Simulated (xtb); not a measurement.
CH₃Cl₂OSb, SMILES [Cl][Sb]([Cl])[O]C. All values are semi-empirical tight-binding results from xtb (GFN2-xTB unless named), good for trends rather than for accurate numbers. Geometry: GFN2-xTB. The values are those of a single conformer.

Optimised geometry:

Bonded distances (Å): Sb1–Cl2 2.362, Sb1–Cl3 2.362, Sb1–O4 1.960, O4–C5 1.404, C5–H6 1.092, C5–H7 1.092, C5–H8 1.090. Bond angles (°): Cl2–Sb1–Cl3 93.2, Cl2–Sb1–O4 95.9, Cl3–Sb1–O4 95.9, Sb1–O4–C5 122.1, O4–C5–H6 111.5, O4–C5–H7 111.5, O4–C5–H8 106.2, H6–C5–H7 109.1, H6–C5–H8 109.2, H7–C5–H8 109.2.

For metal compounds this method's bond lengths and energies can be far off.

```json
{
  "point_group_as_xtb_finds_it": "Cs",
  "orbital_gap": "4.56 eV",
  "zero_point_energy": "26.4 kcal/mol",
  "G − E(el) at 298.15 K (modified RRHO)": "4.6 kcal/mol"
}
```

**Question.** Give the atomic charges and the Wiberg bond orders between heavy atoms. (Estimate from the structure and the level; the computed values follow.)

**Answer.** charges (e) Sb1 0.50, Cl2 -0.16, Cl3 -0.16, O4 -0.38, C5 0.05, H6 0.04, H7 0.04, H8 0.06. Bond orders Sb1–Cl2 1.20, Sb1–Cl3 1.20, Sb1–O4 1.11, O4–C5 0.99.
